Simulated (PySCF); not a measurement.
PySCF 2.14 output of an unrestricted TPSS calculation on a single atom or ion in x2c-TZVPPall (11s7p7d4f2g, 113 functions), with scalar relativity by spin-free X2C-1e:

```
SCF conv_tol = 1e-09
number electrons alpha = 33  beta = 27
    J. Tao, J. P. Perdew, V. N. Staroverov, and G. E. Scuseria.,  Phys. Rev. Lett. 91, 146401 (2003)
    J. P. Perdew, J. Tao, V. N. Staroverov, and G. E. Scuseria.,  J. Chem. Phys. 120, 6898 (2004)
    J. Tao, J. P. Perdew, V. N. Staroverov, and G. E. Scuseria.,  Phys. Rev. Lett. 91, 146401 (2003)
    J. P. Perdew, J. Tao, V. N. Staroverov, and G. E. Scuseria.,  J. Chem. Phys. 120, 6898 (2004)
cycle= 1 E= -10841.6675014022  delta_E= -0.0271  |g|= 0.226  |ddm|= 0.254
cycle= 2 E= -10841.6636416264  delta_E= 0.00386  |g|= 0.303  |ddm|= 0.248
cycle= 3 E= -10841.6729112601  delta_E= -0.00927  |g|= 0.00528  |ddm|= 0.135
cycle= 4 E= -10841.6729153374  delta_E= -4.08e-06  |g|= 0.00048  |ddm|= 0.00307
cycle= 5 E= -10841.6729153703  delta_E= -3.29e-08  |g|= 3.24e-05  |ddm|= 0.000402
cycle= 6 E= -10841.6729153705  delta_E= -2.2e-10  |g|= 6.02e-06  |ddm|= 3.72e-05
converged SCF energy = -10841.6729153705  <S^2> = 12.003164  2S+1 = 7.0009038
```

The run itself started from symmetry-adapted Hartree-Fock orbitals and held the occupation by maximum overlap, on a logarithmic radial grid, so the iterations belong to that start.

Problem. Which element, charge and spin multiplicity is this?

Solution. Eu³⁺ (europium, charge +3), multiplicity 7; the state was [Xe] 4f6, high-spin 7F determinant.

Spin-orbit coupling, absent here, splits the open shell strongly.
